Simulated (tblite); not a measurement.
PhSiCl2(SeBu) (C10H14Cl2SeSi), SMILES CCCC[Se][Si](Cl)(Cl)c1ccccc1 at step 0 of a GFN2-xTB optimisation (tblite, gas phase), coordinates in Å:

```
  1 C     4.057   -0.681    0.327
  2 C     3.074   -0.445   -0.829
  3 C     1.635   -0.695   -0.374
  4 C     0.630   -0.517   -1.530
  5 Se    0.546    1.316   -2.198
  6 Si   -0.568    2.196   -0.401
  7 Cl    0.824    2.772    1.061
  8 Cl   -1.581    3.917   -1.026
  9 C    -1.793    0.982    0.272
 10 C    -1.551    0.299    1.473
 11 C    -2.469   -0.643    1.943
 12 C    -3.634   -0.911    1.221
 13 C    -3.881   -0.237    0.025
 14 C    -2.959    0.703   -0.459
 15 H     5.088   -0.488   -0.021
 16 H     3.980   -1.727    0.696
 17 H     3.830    0.016    1.168
 18 H     3.193    0.594   -1.180
 19 H     3.334   -1.135   -1.654
 20 H     1.373   -0.006    0.459
 21 H     1.538   -1.728    0.010
 22 H     0.918   -1.186   -2.365
 23 H    -0.375   -0.835   -1.184
 24 H    -0.651    0.483    2.039
 25 H    -2.273   -1.164    2.873
 26 H    -4.348   -1.640    1.591
 27 H    -4.777   -0.448   -0.544
 28 H    -3.159    1.210   -1.392
```

**Question.** What are the forces on the atoms (eV/Å)?

**Answer.** 
```
  1 C     0.02    0.13    0.30
  2 C     0.31   -0.17    0.26
  3 C    -0.29    0.13   -0.06
  4 C     0.11   -1.04    0.58
  5 Se   -0.16    0.15   -0.18
  6 Si    0.71    1.37   -0.12
  7 Cl   -0.54   -0.18   -0.45
  8 Cl    0.41   -0.61    0.23
  9 C    -0.69   -0.71    0.42
 10 C    -0.73   -0.40   -0.23
 11 C    -0.03    0.28   -0.40
 12 C     0.31    0.33   -0.11
 13 C     0.65    0.29    0.05
 14 C    -0.26   -0.64    0.74
 15 H    -0.49   -0.17    0.28
 16 H     0.11    0.73   -0.22
 17 H     0.21   -0.58   -0.61
 18 H    -0.16   -0.39    0.03
 19 H    -0.19    0.34    0.25
 20 H     0.19   -0.36   -0.49
 21 H     0.05    0.40   -0.18
 22 H    -0.11    0.48    0.24
 23 H     0.34    0.31   -0.25
 24 H    -0.02    0.09   -0.04
 25 H    -0.03    0.06   -0.13
 26 H     0.13    0.12   -0.06
 27 H     0.06    0.03    0.06
 28 H     0.08    0.01    0.09
```
